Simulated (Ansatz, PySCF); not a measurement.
System: sum formula HSOF₂ (charge +1, singlet). It need not be the lowest isomer of its formula. SMILES: FS(=[OH+])F
Coordinates optimised at B3LYP-D3(BJ)/def2-TZVP (Ansatz, an electronic-structure program):
```
S
O 1 1.5191
H 2 0.9855 1 121.15
F 1 1.5367 2 103.80 3 -50.38
F 1 1.5367 2 103.80 3 50.38
```
Charge +1, spin multiplicity 1.

Quantity: vertical ionisation energy (to the doublet state of charge +2; each state is the SCF solution reached for its spin), in eV. Correlated levels leave the core frozen unless marked. Open shells are spin-unrestricted. Spin-orbit coupling is left out. No relativistic terms. CBS marks a two-point X^-3 extrapolation of the correlation energy; Hartree-Fock from the larger set.

```tsv
level	program	vertical ionisation energy (eV)
HF/aug-cc-pV(D+d)Z	Ansatz	20.98
HF/aug-cc-pV(T+d)Z	Ansatz	20.67
HF/aug-cc-pV(Q+d)Z	Ansatz	20.66
SVWN5/def2-TZVPD	Ansatz	20.98
PBE/def2-TZVPD	Ansatz	20.74
r2SCAN/def2-TZVPD	Ansatz	20.90
B3LYP/def2-TZVPD	Ansatz	21.20
PBE0/def2-TZVPD	Ansatz	21.14
BHLYP/def2-TZVPD	Ansatz	21.45
CAM-B3LYP/def2-TZVPD	Ansatz	21.35
wB97M-V/def2-TZVPD	Ansatz	21.27
wB97X-V/def2-TZVPD	Ansatz	21.25
B2PLYP/def2-TZVPD	Ansatz	21.19
MP2/aug-cc-pV(D+d)Z	Ansatz	21.28
RI-MP2/aug-cc-pV(T+d)Z	Ansatz	22.30
RI-MP2/aug-cc-pV(Q+d)Z	Ansatz	22.38
RI-MP2/CBS(aug-cc-pV(T+d)Z,aug-cc-pV(Q+d)Z)	Ansatz	22.45
SCS-MP2/aug-cc-pV(D+d)Z	Ansatz	21.35
CCSD/aug-cc-pV(D+d)Z	Ansatz	21.33
CCSD(T)/aug-cc-pV(D+d)Z	Ansatz	21.22
```

For comparison, minus the highest occupied orbital energy (PySCF): 17.42 eV at TPSSh/def2-TZVPD, 16.99 eV at r2SCAN/def2-TZVPD, 19.81 eV at M06-2X/def2-TZVPD.
